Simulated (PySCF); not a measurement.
Job file and geometry (Å, from GFN2-xTB) of an NMR shielding run on `C=[C](C)[Al]1[CH2]CC[CH2]1`, C$_{7}$H$_{13}$Al, GIAO PBE0/pcSseg-1 NMR shielding, non-relativistic, gas phase (PySCF 2.14.0, density-fitted response routines); density fitting, a coarse starting grid and PySCF grid level 2 are the driver's defaults:

```
$ OMP_NUM_THREADS=1 python probes_run.py task.json out

{"job": {"kind": "nmr", "xc": "PBE0", "basis": "pcSseg-1"}, "charge": 0, "multiplicity": 1}
C     -2.652559     0.906266     0.983562
C     -2.145582     0.025228     0.119691
C     -3.030787    -0.866853    -0.707322
Al    -0.162544     0.019445     0.029030
C      1.178247     1.131676     1.018978
C      2.412175     0.802580     0.153558
C      2.421429    -0.684199    -0.236977
C      1.154941    -1.044196    -1.042279
H     -1.996184     1.539516     1.569342
H     -3.714538     1.040791     1.152615
H     -2.826463    -1.912043    -0.472350
H     -2.813345    -0.725758    -1.766754
H     -4.088003    -0.665171    -0.531993
H      1.369419     0.800765     2.048637
H      1.046501     2.217012     1.079202
H      2.377754     1.396665    -0.764769
H      3.343282     1.050742     0.672522
H      2.447020    -1.277810     0.682140
H      3.332232    -0.908780    -0.800337
H      1.282360    -0.696129    -2.076440
H      1.055727    -2.132804    -1.110528
```

Task: Write the output of this run.

Result: 
```
coarse grid: 17288 points
cycle   1  E = -516.3346470875  dE =  6.442e-01  |g| = 5.824e-01  |ddm| = 4.019e+00
cycle   2  E = -516.2996935839  dE =  3.495e-02  |g| = 6.948e-01  |ddm| = 1.138e+00
cycle   3  E = -516.4295840261  dE = -1.299e-01  |g| = 4.698e-02  |ddm| = 6.513e-01
cycle   4  E = -516.4299717451  dE = -3.877e-04  |g| = 2.482e-02  |ddm| = 6.834e-02
cycle   5  E = -516.4301287779  dE = -1.570e-04  |g| = 6.201e-03  |ddm| = 2.739e-02
cycle   6  E = -516.4301379370  dE = -9.159e-06  |g| = 2.221e-03  |ddm| = 7.086e-03
final grid: 160184 points
cycle   7  E = -516.4787899265  dE = -3.817e-05  |g| = 1.019e-02  |ddm| = 2.902e-02
cycle   8  E = -516.4787721696  dE =  1.776e-05  |g| = 1.315e-02  |ddm| = 1.937e-02
cycle   9  E = -516.4788168617  dE = -4.469e-05  |g| = 1.569e-03  |ddm| = 1.127e-02
cycle  10  E = -516.4788174960  dE = -6.343e-07  |g| = 3.415e-04  |ddm| = 1.612e-03
cycle  11  E = -516.4788175230  dE = -2.701e-08  |g| = 8.182e-05  |ddm| = 3.090e-04
cycle  12  E = -516.4788175245  dE = -1.473e-09  |g| = 3.151e-05  |ddm| = 9.305e-05
cycle  13  E = -516.4788175248  dE = -2.656e-10  |g| = 3.456e-06  |ddm| = 3.459e-05
converged SCF energy = -516.4788175248

GIAO shielding tensors (ppm)
atom      isotropic    diamagn.    paramagn.     s11        s22        s33       span
  0 C       42.803     253.460    -210.657    -75.643     62.114    141.939    217.582
  1 C       20.561     261.819    -241.258    -92.095    -22.633    176.411    268.506
  2 C      157.496     245.433     -87.936    142.688    145.792    184.009     41.321
  3 Al     268.924     799.132    -530.207    237.693    273.643    295.437     57.744
  4 C      176.074     252.088     -76.014    159.927    174.379    193.915     33.988
  5 C      154.404     248.612     -94.208    146.077    150.872    166.262     20.185
  6 C      153.636     248.577     -94.940    143.860    150.429    166.620     22.760
  7 C      174.565     251.697     -77.131    159.167    172.538    191.991     32.825
  8 H       25.602      32.909      -7.307     23.222     23.409     30.174      6.953
  9 H       25.093      29.775      -4.682     22.193     25.030     28.056      5.863
 10 H       29.346      28.995       0.351     25.518     28.428     34.092      8.574
 11 H       29.346      29.185       0.161     25.457     28.711     33.869      8.412
 12 H       29.742      27.797       1.945     26.432     28.270     34.523      8.091
 13 H       31.396      32.009      -0.613     26.646     29.100     38.443     11.797
 14 H       30.842      31.975      -1.133     25.945     28.956     37.624     11.679
 15 H       30.754      31.378      -0.624     26.273     29.171     36.819     10.546
 16 H       29.262      29.389      -0.127     23.798     27.873     36.117     12.319
 17 H       30.719      31.385      -0.666     26.297     29.172     36.689     10.393
 18 H       29.236      29.387      -0.152     23.721     27.869     36.117     12.396
 19 H       31.386      31.858      -0.472     26.727     29.093     38.338     11.610
 20 H       30.827      31.770      -0.943     26.042     28.921     37.517     11.474
```

Size and cost of the density-fitted run: 208 basis functions, 80 s wall time on 1 thread of an Arm Neoverse N1, shared host; peak memory 0.94 GiB.
